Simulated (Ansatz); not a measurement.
Species: SnHI, charge 0, singlet. SnHI (SMILES [I][SnH]).
B3LYP-D3(BJ)/def2-TZVP minimum from Ansatz (a program for electronic structure):
```xyz
3

Sn     0.4385     0.9171     0.9699
H      0.7231     2.1797    -0.2565
I     -0.4273    -0.9063    -0.9102
```
Charge 0, spin multiplicity 1.

Total energies in hartree (Ansatz). Open shells are spin-unrestricted; no spin-orbit coupling. Correlated methods leave the cores frozen (noble-gas shells, and filled d and f shells in the p block). Past Kr the def2 sets carry scalar-relativistic core potentials. For partners of very few electrons the exact lower level stands in for a higher one. Spin-orbit terms, left out, reach several kcal/mol for Br and I, and more for heavier atoms.

| species | HF/def2-TZVPP | CCSD(T)/def2-TZVPP | HF/def2-QZVPP | CCSD(T)/def2-QZVPP | CCSDT(Q)/def2-TZVPP |
|---|---|---|---|---|---|
| 1: SnHI (SMILES [SnH][I]) | -510.63640 | -510.89443 | -510.63926 | -510.92465 | -510.89600 |
| 2: Sn (triplet) | -213.33992 | -213.39742 | -213.34066 | -213.40091 | -213.39789 |
| 3: H (doublet) | -0.49981 | -0.49981 | -0.49998 | -0.49998 | -0.49981 |
| 4: I (doublet) | -296.65857 | -296.79430 | -296.65973 | -296.81374 | -296.79495 |

**Question.** Work out the atomisation energy (electronic, to ground-state atoms) in kcal/mol: take Hartree-Fock from def2-QZVPP, extrapolate the CCSD(T) correlation energy as X^-3 (X = 3, 4), and add CCSDT(Q) - CCSD(T) in def2-TZVPP. 1 hartree = 627.51 kcal/mol.

**Answer.** 
Species 1: correlation (64·(-0.28539) - 27·(-0.25803))/37 = -0.30536; step -0.00157; E1 = -510.63926 + (-0.30536) + (-0.00157) = -510.94619
Species 2: correlation (64·(-0.06025) - 27·(-0.05750))/37 = -0.06226; step -0.00047; E2 = -213.34066 + (-0.06226) + (-0.00047) = -213.40339
Species 3: correlation (64·(0.00000) - 27·(0.00000))/37 = 0.00000; step +0.00000; E3 = -0.49998 + (0.00000) + (+0.00000) = -0.49998
Species 4: correlation (64·(-0.15401) - 27·(-0.13573))/37 = -0.16735; step -0.00065; E4 = -296.65973 + (-0.16735) + (-0.00065) = -296.82773
-1·E1 +1·E2 +1·E3 +1·E4 = 0.21509 hartree = 135.0 kcal/mol.
